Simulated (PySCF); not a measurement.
**Radial density of Li⁺ (lithium, charge +1)**

LDA, 1s2, closed-shell 1S. Computed with PySCF 2.14 in jorge-DZP-DKH, with the spin-free X2C one-electron Hamiltonian (Gaussian nucleus).

```
r (bohr)  4πr²ρ (e/bohr)
 0.00703        0.007818
  0.0118         0.02172
  0.0199         0.05877
  0.0335          0.1525
  0.0563          0.3772
  0.0946          0.8507
   0.159           1.659
   0.268           2.538
   0.450           2.648
   0.758           1.514
    1.27          0.3319
    2.14         0.01536
    3.60       8.048e-05
```

Densities and radii are taken from the X2C orbitals without a picture-change correction, which distorts them close to the nucleus.
